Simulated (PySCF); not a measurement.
## Relaxation of singlet PdBr₂

Method: PySCF, PBE0, basis Pd def2-SVP with ECP28, Br def2-SVP (scalar-relativistic core potentials, no spin–orbit coupling, density fitting). A (50,194) grid was used.

A hand-made bent start, of C2v symmetry, held to at least that symmetry:

```xyz
3
charge 0 multiplicity 1, angstrom
Pd    0.0000    0.0000   -0.8032
Br    1.9168    0.0000    0.5390
Br   -1.9168    0.0000    0.5390
```

**Question.** What forces act on the atoms at the start (eV/Å)?

**Answer.** 
| atom | Fx | Fy | Fz |
| --- | --- | --- | --- |
| Pd1 | 0.00 | 0.00 | 0.03 |
| Br2 | -0.45 | 0.00 | -0.01 |
| Br3 | 0.45 | 0.00 | -0.01 |

**Question.** What does it relax to?

**Answer.** It ends at C2v with Pd–Br 2.318 Å (×2); Br–Pd–Br 94.1° (after a last refinement on a finer grid). A frequency run shows a minimum. Other isomers or separated fragments may lie lower.

**Question.** How much energy is released, and in how many steps?

**Answer.** 9.5 kJ/mol in 4 steps.

At this level a triplet minimum of D∞h symmetry lies 6 kJ/mol below this structure.

The relaxation took of the order of 30 core-seconds on a shared host.
